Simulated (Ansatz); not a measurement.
An input meant for Na2F2 (charge 0, singlet).

```yaml
crystal:
  periodic: [true, true, true]
  atoms:
    - {symbol: Na, position_ang: [-0.707404, 0.349001, -1.177114]}
    - {symbol: Na, position_ang: [0.707591, -0.349172, 1.176974]}
    - {symbol: F, position_ang: [-0.940816, -1.159549, 0.221645]}
    - {symbol: F, position_ang: [0.940639, 1.159730, -0.221495]}
basis:
  gaussian: {orbitals: x2c-TZVPPall, final_grid: {core_spheres: 20, valence_spheres: 16, degree: 47}}
hamiltonian: {xc: {name: wPBEh}}
scf: {omitted_lower_state_checks: [starts]}
output: {forces: true}
```

```sh
$ ansatz run in.yaml --threads 4 --pin off --events-out ev --progress --plain --max-ram 3916MiB
```

It prints (some lines left out):

```
Error: YAML parse error: error: line 2 column 3: crystal: missing field `lattice` (a structure is typed as `lattice` and `atoms`, a molecule's as `atoms` in Å alone, or read from a run's directory, `checkpoint`)
 --> <input>:2:3
1 | crystal:
2 |   periodic: [true, true, true]
3 |   atoms:
4 |     - {symbol: Na, position_ang: [-0.707404, 0.349001, -1.177114]}
```

In this input the species is marked periodic without a cell. The input was rejected before any iteration.
